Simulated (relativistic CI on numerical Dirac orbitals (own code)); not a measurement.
## Sensitivity of the levels of Ca to α and to the nuclear radius

Computed by Dirac-Coulomb-Breit CI, KLI orbitals optimised for each configuration, valence Slater integrals scaled by 0.85, P86 correlation energy added to each configuration, derivatives by finite differences, QED left out (own radial code, finite nucleus).

Configurations in the expansion (outside the closed core [Ar]): 4s2, 4s.4p, 4s.3d, 4s.5s, 3d.4p, 4s.5p, 4s.4d, 4p2. Levels of other configurations are missing.

With x = (α/α₀)² − 1 an excitation energy changes as ω = ω₀ + qx; K = 2q/ω₀ is the relative enhancement. Terms are leading LS components, so labels can repeat. The field-shift factor is F = δν/δ⟨r²⟩ for the transition from the lowest level.

Lowest level 4s2 1S_0.

```
      Level  ω₀ (cm⁻¹)  q (cm⁻¹)        K  F (GHz/fm²)
4s.4p 3P°_0    13412.1     109.3   0.0163       -0.115
4s.4p 3P°_1    13458.5       156   0.0232       -0.115
4s.4p 3P°_2    13552.3     250.7    0.037       -0.115
 4s.3d 3D_3    21615.4     684.7   0.0634       -0.329
 4s.3d 3D_2    21615.7     686.9   0.0636        -0.33
 4s.3d 3D_1    21616.0     688.4   0.0637       -0.331
4s.4p 1P°_1    22987.9     223.9   0.0195       -0.101
 4s.3d 1D_2    23084.6     622.8    0.054       -0.316
 4s.5s 3S_1    31619.6     88.72  0.00561       0.0788
 4s.5s 1S_0    33511.5     90.02  0.00537        0.088
3d.4p 1D°_2    36009.5     930.1   0.0517       -0.461
3d.4p 3F°_2    36137.3     898.9   0.0498       -0.451
3d.4p 3F°_3    36164.6       911   0.0504        -0.45
3d.4p 3F°_4    36214.7     960.5    0.053       -0.449
4s.5p 3P°_0    36738.1     146.8  0.00799       0.0503
4s.5p 3P°_1    36745.2       154  0.00838       0.0503
4s.5p 3P°_2    36760.4     169.8  0.00924       0.0502
 4s.4d 1D_2    37096.3     347.2   0.0187      -0.0446
4s.5p 1P°_1    37370.2     238.1   0.0127       0.0055
 4s.4d 3D_1    37752.2     182.9  0.00969        0.044
 4s.4d 3D_2    37757.7     188.2  0.00997        0.044
 4s.4d 3D_3    37766.1     196.5   0.0104       0.0442
   4p2 3P_0    38846.3     371.5   0.0191       -0.241
```

Correlation outside the listed configurations is missing or only estimated: errors of thousands of cm⁻¹ between configurations and terms are usual at this charge. Rates and lifetimes follow the computed energies and can be off by large factors. The fine structure of a lone outer electron comes out too small, for d and f at times inverted, and misplaced configurations move strength between like terms.
